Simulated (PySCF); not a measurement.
H5MgNSi, singlet, geometry from GFN2-xTB (such geometries of metal compounds can be far from the true shape); PBE/6-31G, TDDFT in PySCF.

Here is a job for PySCF.
```python
from pyscf import gto, scf, dft, tdscf

mol = gto.Mole()
mol.atom = '''
    Mg    0.34133009    0.78853702   -0.11588170
    N    -0.45843195    1.80050402   -1.48065086
    H    -0.54265540    2.79070880   -1.68235961
    H    -0.77972379    1.33554433   -2.32727059
    Si    0.04343324   -1.44217926    0.88973426
    H     0.10713859   -2.50277381   -0.14415556
    H    -1.28139552   -1.60825690    1.52944756
    H     1.00163325   -1.89068515    1.92319506
'''
mol.basis = '6-31g'
mol.verbose = 4
mol.build()

mf = dft.RKS(mol)
mf.xc = 'pbe'
mf.kernel()
td = mf.TDDFT()
td.nstates = 5
td.kernel()
td.analyze()
```

**Question.** Predict the main parts of the log of this PySCF run.

**Answer.** 
```
PySCF version 2.14.0

[INPUT] verbose = 4
[INPUT] num. atoms = 8
[INPUT] num. electrons = 38
[INPUT] charge = 0
[INPUT] spin (= nelec alpha-beta = 2S) = 0
[INPUT] symmetry False subgroup None
[INPUT] Mole.unit = angstrom
[INPUT] Symbol           X                Y                Z      unit          X                Y                Z       unit  Magmom
[INPUT]  1 Mg     0.341330090000   0.788537020000  -0.115881700000 AA    0.645020388173   1.490119006881  -0.218984675849 Bohr   0.0
[INPUT]  2 N     -0.458431950000   1.800504020000  -1.480650860000 AA   -0.866310832250   3.402459483978  -2.798024611502 Bohr   0.0
[INPUT]  3 H     -0.542655400000   2.790708800000  -1.682359610000 AA   -1.025470086016   5.273675325414  -3.179198905930 Bohr   0.0
[INPUT]  4 H     -0.779723790000   1.335544330000  -2.327270590000 AA   -1.473464415908   2.523813010916  -4.397904032855 Bohr   0.0
[INPUT]  5 Si     0.043433240000  -1.442179260000   0.889734260000 AA    0.082076928303  -2.725323823928   1.681354075043 Bohr   0.0
[INPUT]  6 H      0.107138590000  -2.502773810000  -0.144155560000 AA    0.202462592472  -4.729557052634  -0.272414527733 Bohr   0.0
[INPUT]  7 H     -1.281395520000  -1.608256900000   1.529447560000 AA   -2.421486590045  -3.039165078942   2.890237010284 Bohr   0.0
[INPUT]  8 H      1.001633250000  -1.890685150000   1.923195060000 AA    1.892812519758  -3.572877121282   3.634311947516 Bohr   0.0

nuclear repulsion = 112.521751615751
number of shells = 29
number of NR pGTOs = 134
number of NR cGTOs = 45
basis = 6-31g
ecp = {}

******** <class 'pyscf.dft.rks.RKS'> ********
method = RKS
initial guess = minao
damping factor = 0
level_shift factor = 0
DIIS = <class 'pyscf.scf.diis.CDIIS'>
diis_start_cycle = 1
diis_space = 8
diis_damp = 0
SCF conv_tol = 1e-09
SCF conv_tol_grad = None
SCF max_cycles = 50
direct_scf = True
direct_scf_tol = 1e-13
XC library pyscf.dft.libxc version 7.1.2
    S. Lehtola, C. Steigemann, M. J. T. Oliveira, and M. A. L. Marques,  SoftwareX 7, 1–5 (2018)
XC functionals = pbe
    J. P. Perdew, K. Burke, and M. Ernzerhof,  Phys. Rev. Lett. 77, 3865 (1996)
    J. P. Perdew, K. Burke, and M. Ernzerhof,  Phys. Rev. Lett. 78, 1396 (1997)
    J. P. Perdew, K. Burke, and M. Ernzerhof,  Phys. Rev. Lett. 77, 3865 (1996)
    J. P. Perdew, K. Burke, and M. Ernzerhof,  Phys. Rev. Lett. 78, 1396 (1997)
radial grids:
    Treutler-Ahlrichs [JCP 102, 346 (1995); DOI:10.1063/1.469408] (M4) radial grids

becke partition: Becke, JCP 88, 2547 (1988); DOI:10.1063/1.454033
pruning grids: <function nwchem_prune>
grids dens level: 3
symmetrized grids: False
atomic radii adjust function: <function treutler_atomic_radii_adjust>
small_rho_cutoff = 0
Set gradient conv threshold to 3.16228e-05
Initial guess from minao.
tot grids = 100704
init E= -546.814375879612
  HOMO = -0.265450663987238  LUMO = -0.0890553589767624  gap/eV = 4.79996
cycle= 1 E= -546.781161962517  delta_E= 0.0332  |g|= 0.674  |ddm|= 2.42
  HOMO = -0.0688603615526233  LUMO = -0.0470097453960248  gap/eV = 0.59459
cycle= 2 E= -545.391510474261  delta_E= 1.39  |g|= 1.86  |ddm|= 2.89
  HOMO = -0.193403066278177  LUMO = -0.0653252986124155  gap/eV = 3.48517
cycle= 3 E= -546.873082496464  delta_E= -1.48  |g|= 0.241  |ddm|= 2.83
  HOMO = -0.170869433063897  LUMO = -0.0750522191577969  gap/eV = 2.60732
cycle= 4 E= -546.894001372874  delta_E= -0.0209  |g|= 0.105  |ddm|= 0.587
  HOMO = -0.165748533016956  LUMO = -0.0763435264021857  gap/eV = 2.43283
cycle= 5 E= -546.899594326382  delta_E= -0.00559  |g|= 0.0341  |ddm|= 0.248
  HOMO = -0.171462865121167  LUMO = -0.0765225414704092  gap/eV = 2.58346
cycle= 6 E= -546.900106217198  delta_E= -0.000512  |g|= 0.00411  |ddm|= 0.0566
  HOMO = -0.171792508635906  LUMO = -0.0762162014669023  gap/eV = 2.60076
cycle= 7 E= -546.900113198845  delta_E= -6.98e-06  |g|= 0.000986  |ddm|= 0.00944
  HOMO = -0.17190279469417  LUMO = -0.0763287076945012  gap/eV = 2.60070
cycle= 8 E= -546.900113724237  delta_E= -5.25e-07  |g|= 0.000147  |ddm|= 0.0025
  HOMO = -0.171911751989122  LUMO = -0.0763262826725282  gap/eV = 2.60101
cycle= 9 E= -546.900113732215  delta_E= -7.98e-09  |g|= 3.33e-05  |ddm|= 0.000265
  HOMO = -0.171910381904934  LUMO = -0.0763224139528913  gap/eV = 2.60108
cycle= 10 E= -546.90011373282  delta_E= -6.04e-10  |g|= 1.22e-05  |ddm|= 9.31e-05
  HOMO = -0.171917245555443  LUMO = -0.0763235824671618  gap/eV = 2.60124
Extra cycle  E= -546.900113732642  delta_E= 1.77e-10  |g|= 2.92e-05  |ddm|= 5.47e-05
converged SCF energy = -546.900113732642

******** <class 'pyscf.tdscf.rks.CasidaTDDFT'> for <class 'pyscf.dft.rks.RKS'> ********
nstates = 5 singlet
deg_eia_thresh = 1.000e-03
wfnsym = None
conv_tol = 1e-05
eigh lindep = 1e-12
eigh level_shift = 0
eigh max_cycle = 100

Excitation energies (eV)
[2.71860727 4.21419182 4.53154236 4.8437487  5.55137811]

** Singlet excitation energies and oscillator strengths **
Excited State   1:      2.71861 eV    456.06 nm  f=0.0227
      19 -> 20        0.69620
      19 -> 21        0.11984
Excited State   2:      4.21419 eV    294.21 nm  f=0.0455
      18 -> 20        0.18169
      19 -> 20        0.10311
      19 -> 21       -0.63625
      19 -> 22        0.17940
Excited State   3:      4.53154 eV    273.60 nm  f=0.1306
      18 -> 20       -0.59258
      19 -> 22        0.36772
Excited State   4:      4.84375 eV    255.97 nm  f=0.1860
      18 -> 20       -0.31242
      19 -> 21       -0.21893
      19 -> 22       -0.56381
      19 -> 23       -0.12516
Excited State   5:      5.55138 eV    223.34 nm  f=0.0678
      18 -> 21        0.50236
      19 -> 23       -0.47537

** Transition electric dipole moments (AU) **
state          X           Y           Z        Dip. S.      Osc.
  1         0.5753     -0.0917      0.0277      0.3401      0.0227
  2         0.6530     -0.0362      0.1160      0.4411      0.0455
  3        -0.1708     -1.0696     -0.0564      1.1764      0.1306
  4        -0.4078     -1.0611      0.5249      1.5676      0.1860
  5        -0.4707      0.0262      0.5254      0.4983      0.0678

** Transition velocity dipole moments (imaginary part, AU) **
state          X           Y           Z        Dip. S.      Osc.
  1         0.0502     -0.0120      0.0106      0.0028      0.0186
  2         0.0951     -0.0002     -0.0145      0.0093      0.0399
  3         0.0008     -0.1853     -0.0111      0.0345      0.1379
  4        -0.1269     -0.1742      0.1019      0.0569      0.2129
  5        -0.1117     -0.0045      0.1372      0.0313      0.1024

** Transition magnetic dipole moments (imaginary part, AU) **
state          X           Y           Z
  1        -0.0344      0.3094      0.0204
  2         0.2574      0.0714      0.3346
  3        -0.3004      0.3670      0.6339
  4        -0.4315     -0.1794     -0.0559
  5         0.2210      0.1933      0.0551
```
